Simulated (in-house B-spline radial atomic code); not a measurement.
A run on Nb II (Nb+) (an excited or competing configuration) that did not converge. Method: scalar-relativistic (X2C) wB97X, spin-polarised, spherical fractional occupations, exact exchange averaged over the configuration, Fermi nucleus of rms radius 4.324 fm; computed with a B-spline radial code for spherical atoms.

Command:
```bash
python run_scf.py task.json out
```
Settings (nuclear radius in fm, mass in u):
```
Z                41
configuration    [Ar] 3d10 4s2 4p5 4d4 5f1
hamiltonian      x2c
method           wb97x
spin_polarised   True
nucleus          fermi
rms_radius       4.324
atomic_mass      92.90637
speed_of_light   137.035999084
exact_exchange   averaged over the configuration
```

First and last ten iterations of the last attempt (damped for 15 steps, keeping 80 % of the old Fock matrix, then DIIS):
```
 iter        energy (Eh)    residual
    1       -3812.992738    4.27e-01
    2       -3815.909651    2.08e-01
    3       -3816.791783    1.37e-01
    4       -3817.248836    9.70e-02
    5       -3817.468686    6.80e-02
    6       -3817.569510    4.80e-02
    7       -3817.616662    3.38e-02
    8       -3817.639471    2.38e-02
    9       -3817.650744    1.67e-02
   10       -3817.656506    1.19e-02
  111       -3817.663195    1.16e-04
  112       -3817.663195    1.34e-04
  113       -3817.663192    1.37e-04
  114       -3817.663091    3.84e-04
  115       -3817.663077    4.12e-04
  116       -3817.663161    1.46e-04
  117       -3817.663174    9.06e-05
  118       -3817.663169    1.95e-04
  119       -3817.663171    8.80e-05
  120       -3817.663160    4.21e-04
 not converged after 120 iterations
```

The smallest residual met was 7.3e-05; the threshold is about 4e-07. No energy from this run should be used. Run time, properties included: 25 s on 1 thread of Intel(R) Xeon(R) Platinum 8488C (shared host).
